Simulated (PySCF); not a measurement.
Input for PySCF: D3(BJ) and D4 dispersion corrections on C3H6O2 (SMILES COC(C)=O), a point of a torsion scan.

```python
from pyscf import gto
from pyscf.dispersion import dftd3, dftd4

mol = gto.M(
    atom='''
    C     0.37697778   -0.00847819    1.86710965
    O     0.56153592   -0.12004029    0.47222018
    C    -0.47773752   -0.16394572   -0.38061270
    C    -1.86993152   -0.08964949    0.19995601
    O    -0.25607100   -0.25928075   -1.55547250
    H    -0.17678791   -0.86013551    2.27026574
    H     1.37838982    0.00198435    2.29425157
    H    -0.13694218    0.91871081    2.13311855
    H    -2.58464155   -0.13899868   -0.61593677
    H    -2.00727818    0.84322979    0.74321642
    H    -2.04390600   -0.91957400    0.88197265
    ''',
    basis='def2-svp',
    charge=0, spin=0, verbose=0, max_memory=1800)
d3, d4 = {}, {}
for xc in ['hf', 'pbe', 'blyp', 'revpbe', 'tpss', 'r2scan', 'b3lyp', 'pbe0', 'bhlyp', 'camb3lyp', 'b2plyp']:
    d3[xc] = float(dftd3.DFTD3Dispersion(mol, xc=xc, version='d3bj', atm=False).get_dispersion()['energy'])
    print(f'D3(BJ) {xc:10s} {d3[xc]:14.8f} Eh')
for xc in ['hf', 'pbe', 'blyp', 'revpbe', 'tpss', 'r2scan', 'b3lyp', 'pbe0', 'bhlyp', 'camb3lyp', 'b2plyp']:
    d4[xc] = float(dftd4.DFTD4Dispersion(mol, xc={'camb3lyp': 'cam-b3lyp'}.get(xc, xc), atm=True).get_dispersion()['energy'])
    print(f'D4     {xc:10s} {d4[xc]:14.8f} Eh')
```

Output:

```
D3(BJ) hf            -0.05645276 Eh
D3(BJ) pbe           -0.00706641 Eh
D3(BJ) blyp          -0.01453262 Eh
D3(BJ) revpbe        -0.01857581 Eh
D3(BJ) tpss          -0.00869358 Eh
D3(BJ) r2scan        -0.00193178 Eh
D3(BJ) b3lyp         -0.01176746 Eh
D3(BJ) pbe0          -0.00590547 Eh
D3(BJ) bhlyp         -0.00882579 Eh
D3(BJ) camb3lyp      -0.00503248 Eh
D3(BJ) b2plyp        -0.00521154 Eh
D4     hf            -0.02579093 Eh
D4     pbe           -0.00660908 Eh
D4     blyp          -0.01496602 Eh
D4     revpbe        -0.02381264 Eh
D4     tpss          -0.00896140 Eh
D4     r2scan        -0.00168142 Eh
D4     b3lyp         -0.01050553 Eh
D4     pbe0          -0.00549868 Eh
D4     bhlyp         -0.00703969 Eh
D4     camb3lyp      -0.00543895 Eh
D4     b2plyp        -0.00461073 Eh
```

The run finished.

Cost: very roughly 0.05 core-seconds.
